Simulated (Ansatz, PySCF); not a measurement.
silyloxysilylformaldehyde (CH6O2Si2), SMILES [SiH3]O[SiH2]C=O.

Geometry: B3LYP-D3(BJ)/def2-SVP. Other conformers were not sampled.

Vertical ionisation energy (IE) and electron affinity (EA) in eV. Rows of orbital energies are one-electron estimates. Where ΔSCF, EOM or ADC give a negative EA the extra electron is unbound and the value depends on the basis.

```json
[
 {"level": "−ε(HOMO), −ε(LUMO), B3LYP/def2-TZVP (PySCF)", "IE": "6.93", "EA": "2.01"},
 {"level": "−ε(HOMO), −ε(LUMO), PBE/def2-TZVP (PySCF)", "IE": "5.68", "EA": "2.92"},
 {"level": "ΔSCF, CAM-B3LYP/def2-SVPD (Ansatz), final states of multiplicity 2 and 2", "IE": "[?]", "EA": "[?]"},
 {"level": "ΔSCF, PBE/def2-SVPD (Ansatz), final states of multiplicity 2 and 2", "IE": "9.04", "EA": "-0.04"}
]
```

Question: Fill in the missing entries. (An estimate is asked for; the answer gives what the named calculation found.)

Answer: 
- ΔSCF, CAM-B3LYP/def2-SVPD (Ansatz, a program for electronic structure), final states of multiplicity 2 and 2, IE: 9.64
- ΔSCF, CAM-B3LYP/def2-SVPD (Ansatz), final states of multiplicity 2 and 2, EA: -0.23

Question: What vertical singlet–triplet gap does ΔSCF give with CAM-B3LYP/def2-SVPD (Ansatz) and with PBE/def2-SVPD (Ansatz)? (The exact figures need the calculation; the answer reports its results.)

Answer: 2.52 and 2.43 eV (triplet above singlet where positive).
